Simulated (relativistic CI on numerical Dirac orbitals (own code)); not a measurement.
# Co⁺: L2,3 absorption edge

Computed with this model: Dirac-Coulomb-Breit CI, KLI orbitals optimised for each configuration, model QED (radiative potential, 1s self-energy scaled to tabulated hydrogen-like ionisation energies), valence Slater integrals scaled by 0.8, multiplet model of core-to-valence dipole absorption; configurations [Ar] 3d8 → [He] 2s2 2p5 3s2 3p6 3d9; 300 K; Lorentzian 0.6 eV and Gaussian 0.3 eV FWHM. Energies are those of the free ion, without screening or charge transfer. The branching ratio is the share of the lower-energy edge in the whole absorption, uncertain by about 0.02 where the edges overlap. S is read from ⟨S²⟩ = S(S + 1).

Field parameters in Wybourne normalisation: D3d B²₀ = −7Dσ, B⁴₀ = −14Dq − 21Dτ, B⁴₃ = −14√(10/7) Dq. The field is a parameter set, without covalency.

Computed curve for D3d, 10Dq = 14500, Dσ = -1200, Dτ = 340 cm⁻¹, scaled to 100 at the maximum (points under 2 are left out and the grid is thinned):

```csv
Energy (eV),Intensity
777.6,2.1
777.9,2.7
778.1,3.3
778.4,4.7
778.6,6.1
778.9,9.8
779.2,18.4
779.4,31.2
779.7,71.4
780.0,100.0
780.2,78.4
780.5,35.6
780.7,22.0
781.0,15.1
781.3,16.1
781.5,18.5
781.8,20.9
782.0,18.1
782.3,10.8
782.6,6.2
782.8,4.9
783.1,4.3
783.4,3.5
783.6,2.8
793.3,2.0
793.5,2.7
793.8,4.5
794.1,9.3
794.3,16.3
794.6,26.9
794.8,24.4
795.1,17.9
795.4,23.5
795.6,26.2
795.9,15.5
796.2,7.3
796.4,5.3
796.7,4.0
796.9,3.1
797.2,2.1
```

The ground state has S = 1.00, and the centroid lies at 784.48 eV.
